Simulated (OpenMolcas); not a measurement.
W4+: moving the ligands

W4+ with 6 ligands (ammonia) in octahedral coordination (S6) at 2.08 Å. Ligand basis ANO-RCC-VDZP.

```
Program             : OpenMolcas 26.06
Method              : SS-CASPT2, IPEA 0.25 Eh, imaginary shift 0.1 Eh (the lowest 17 gerade and 15 ungerade orbitals frozen, chosen by energy and not by shell, so the metal 5p can be frozen and 4f correlated)
Basis               : ANO-RCC-VDZP [7s6p4d2f1g]
Scalar Hamiltonian  : DKH2, point nucleus
Active space        : 2 electrons in 5 orbitals (5d)
State averaging     : 2S+1 = 3 even, 10 roots; 2S+1 = 1 even, 15 roots
Spin-orbit coupling : RASSI with atomic mean-field integrals over the reference wave functions
```

Runs around this geometry, states. Energies in cm-1 above the lowest state or level, χT in cm3 K/mol.

| R (Å) | Ground state | First state of that spin | First gap with spin-orbit (degeneracies) | χT at 300 K | First state of another spin |
| --- | --- | --- | --- | --- | --- |
| 2.03 | 2S+1 = 3 | 570 | 220 (2, 2) | 0.211 | 2S+1 = 1: 7610 |
| 2.08 | 2S+1 = 3 | 510 | 210 (2, 2) | 0.197 | 2S+1 = 1: 7770 |
| 2.17 | 2S+1 = 3 | 370 | 190 (2, 2) | 0.171 | 2S+1 = 1: 7940 |

Roots that are degenerate in the reference are averaged as groups; the widest CASPT2 spread within a group is 92 cm-1 (the 2-fold group of multiplicity 3 near 43000 cm-1 above the lowest state of its run, R = 2.17). Shifts and gaps below about the spread of the groups concerned are not significant. Over all roots computed the reference weight is 0.70 in R = 2.03, 0.70 in R = 2.08, 0.69 to 0.70 in R = 2.17; a low but even weight reflects the number of correlated electrons. An orbital doublet at a regular site is open to a Jahn-Teller distortion, which this geometry leaves out. Ligand-to-metal charge-transfer states are missing. With no ligand orbital active B as a rule stays too high, so bands that hang on it stand too high and its fall with covalency is understated. With one d shell and no ligand orbital active, 10Dq can be off by a tenth or more. The least metal-like active orbital is 66 % on the metal (Löwdin) and no ligand orbital is active, so the numbers are rough (holds for R = 2.03). The least metal-like active orbital is 67 % on the metal (Löwdin) and no ligand orbital is active, so the numbers are rough (holds for R = 2.08). The least metal-like active orbital is 69 % on the metal (Löwdin) and no ligand orbital is active, so the numbers are rough (holds for R = 2.17). No measured value stands beside these numbers; the geometry was imposed, not optimised, and the real ion may take another.

A state without a sure symmetry label is named by its multiplicity alone.
